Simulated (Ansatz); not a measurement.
Isolated molecules relaxed with PBE0-D4/def2-TZVP in Ansatz; ΔE leaves out vibrations. CBS: MP2 limit from def2 TZ/QZ plus the TZ coupled-cluster correction, frozen cores. DFT in def2-TZVPP. B3LYP here is the variant with VWN-RPA as its local correlation; programs differ in this. Elements past krypton have def2 core potentials. For Sn outer-core shells are correlated without core-valence functions, which leaves a few kJ/mol of doubt a bond. One conformer a species, not always the lowest.

`[SiH3][AlH][SnH3]` + `[CH3][AlH][O]C[SiH3]` → `[SiH3]C[O][AlH][SiH3]` + `[CH3][AlH][SnH3]`  (redistribution)

| level | ΔE (kJ/mol) | difference from CCSD(T)/CBS |
| --- | --- | --- |
| PBE-D4 | 3.0 | -1.0 |
| r2SCAN-D4 | 4.1 | 0.1 |
| PBE0-D4 | 4.1 | 0.1 |
| B3LYP-D4 | 3.3 | -0.7 |
| PBE | 5.3 | 1.3 |
| B3LYP | 6.9 | 2.9 |
| HF/def2-TZVPP | 8.5 | 4.5 |
| MP2/def2-TZVPP | 4.2 | 0.2 |
| SCS-MP2/def2-TZVPP | 4.5 | 0.5 |
| CCSD/def2-TZVPP | 5.2 | 1.2 |
| CCSD(T)/def2-TZVPP | 4.4 | 0.4 |
| HF/def2-QZVPP | 8.4 | 4.4 |
| MP2/def2-QZVPP | 3.9 | -0.1 |
| SCS-MP2/def2-QZVPP | 4.3 | 0.3 |
| HF/CBS(def2) | 8.3 | 4.3 |
| MP2/CBS(def2) | 3.8 | -0.2 |
| CCSD(T)/CBS | 4.0 | 0 |

Largest T1 diagnostic among the species: 0.014.

The D4 term adds −3.6 kJ/mol with B3LYP and −2.2 kJ/mol with PBE0; it sums over pairs of atoms, weighted by their polarisabilities, and B3LYP, whose exchange is more repulsive, gets the larger term. In def2-TZVPP, CCSD(T) changes the Hartree–Fock value by −4.1 kJ/mol (the triples alone add −0.8 kJ/mol) and MP2 by −4.3 kJ/mol.
